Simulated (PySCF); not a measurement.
## Correlation energy of Ge⁺ (germanium, charge +1)

[Ar] 3d10 4s2 4p1, 2P determinant. Calculation: PySCF 2.14, in aug-cc-pVDZ-DK (6s5p3d, 36 functions); the spin-free X2C one-electron Hamiltonian (Gaussian nucleus). Frozen: [Ar] 3d10; 3 electrons correlated.

MP2 pair energies summed by pair of shells (mhartree):

```csv
pair,energy,share (%)
4s-4s,-18.48,59.3
4s-4p,-12.70,40.7
```

Total MP2 correlation energy: -31.18 mhartree.

Same-spin part -2.12 and opposite-spin part -29.07 mhartree; SCS-MP2 scales them by 1/3 and 6/5 to -35.58 mhartree.

```
  level  correlation energy (mhartree)
   CCSD                         -46.22
    (T)                          -0.46
CCSD(T)                         -46.68
```

Diagnostics: T1 = 0.0096, D1 = 0.0232, largest double amplitude 0.094.

Is a single reference adequate?

Mostly. T1 lies below 0.03, but a double amplitude of this size points to a near-degeneracy that CCSD handles and MP2 describes poorly.
